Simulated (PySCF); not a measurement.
A species of formula C7H13F has this rotational fingerprint, computed with PBE0/pcSseg-1 in PySCF (dipole) on a GFN2-xTB geometry, gas phase:

* Rotational constants: A = 2532, B = 1072, C = 799.7 MHz
* Dipole components: |μa| = 2.38 D, |μb| = 0.29 D, |μc| = 0.18 D
* Inertial defect: -39.28 u·Å²
* κ: -0.69

**Question.** Which candidate fits, each taken in the one conformer that was computed?
A. `[CH3:1][CH2:2][CH2:3]/[C:4]([CH3:5])=[CH:6]/[CH2:7][F:8]` with C1–C2–C3–C4 -179°, C2–C3–C4–C5 74°, C4–C6–C7–F8 180°
B. `[CH2:1]=[C:2]([F:3])[CH2:4][C@H:5]([CH3:6])[CH2:7][CH3:8]` with C1–C2–C4–C5 -112°, C2–C4–C5–C6 -169°, C4–C5–C7–C8 -167°
C. `[CH3:1][CH2:2][CH2:3]/[C:4]([CH3:5])=[CH:6]\[CH2:7][F:8]` with C1–C2–C3–C4 -178°, C2–C3–C4–C5 -88°, C4–C6–C7–F8 172°

**Answer.** C. It is CCC/C(C)=C\CF, an asymmetric top, point group C1. The candidates at the same level (rigid rotor, commonest isotopes):

| SMILES | A (MHz) | B (MHz) | C (MHz) | μa (D) | μb (D) | μc (D) | Δ (u·Å²) | point group | rotor |
| --- | --- | --- | --- | --- | --- | --- | --- | --- | --- |
| CCC/C(C)=C/CF | 4259 | 790.6 | 709.2 | 1.72 | 1.57 | 0.18 | -45.23 | C1 | near-prolate asymmetric top |
| CCC/C(C)=C\CF | 2532 | 1072 | 799.7 | 2.38 | 0.29 | 0.18 | -39.28 | C1 | asymmetric top |
| C=C(F)C[C@H](C)CC | 2869 | 1191 | 1042 | 0.93 | 0.10 | 1.20 | -115.27 | C1 | asymmetric top |

`CCC/C(C)=C/CF` has A 68 % too high; `C=C(F)C[C@H](C)CC` has C 30 % too high. No structure here is proved a minimum.
